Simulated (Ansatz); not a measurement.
`[OH][GeH]([F])[GeH3]`, 9 atoms. Charge 0, multiplicity 1. Correlated methods include outer-core shells of Ge, which these sets cover unevenly. Scalar relativity is left out up to krypton. All runs use 4 threads of a server CPU on a shared host. Correlated methods freeze the cores.

**Question.** Give the basis size and wall time and peak host memory of each of these runs in Ansatz. direct RPA on PBE orbitals/def2-TZVPP energy; RKS r2SCANh-D4/def2-TZVPP energy; RKS ωB97M-V/def2-TZVPP energy and forces; RKS PBE0-D4/def2-TZVP relaxation (7 steps); RHF-MP2/def2-QZVPP energy; RKS PBE0-D4/def2-QZVPP energy; RKS PBE0-D4/def2-TZVP frequencies; RHF-CCSD(T)/def2-SVP energy; RKS ωB97M-V/def2-SVP energy; RKS PBE0-D4/def2-SVP energy; RHF-CCSD(T)/def2-TZVPP energy; RKS ωB97M-V/def2-QZVPP energy. (Estimate.)

**Answer.** The calculation gave: Other jobs shared the machine, so times are rough.

```
                                level                   job  functions  wall time  peak host memory (GiB)
                 RKS PBE0-D4/def2-SVP                energy        117     0.75 s                     0.3
direct RPA on PBE orbitals/def2-TZVPP                energy        228        2 s                    0.51
            RKS r2SCANh-D4/def2-TZVPP                energy        228        2 s                    0.76
                 RKS ωB97M-V/def2-SVP                energy        117      2.2 s                    0.43
               RKS PBE0-D4/def2-QZVPP                energy        442      4.1 s                     1.9
                 RHF-CCSD(T)/def2-SVP                energy        117      4.5 s                    0.64
               RKS ωB97M-V/def2-TZVPP     energy and forces        228      4.5 s                    0.92
               RKS ωB97M-V/def2-QZVPP                energy        442      8.5 s                     2.2
                   RHF-MP2/def2-QZVPP                energy        442      9.5 s                     2.5
                RKS PBE0-D4/def2-TZVP  relaxation (7 steps)        188       12 s                    0.61
                RKS PBE0-D4/def2-TZVP           frequencies        188       55 s                     0.6
               RHF-CCSD(T)/def2-TZVPP                energy        228       69 s                     4.1
```
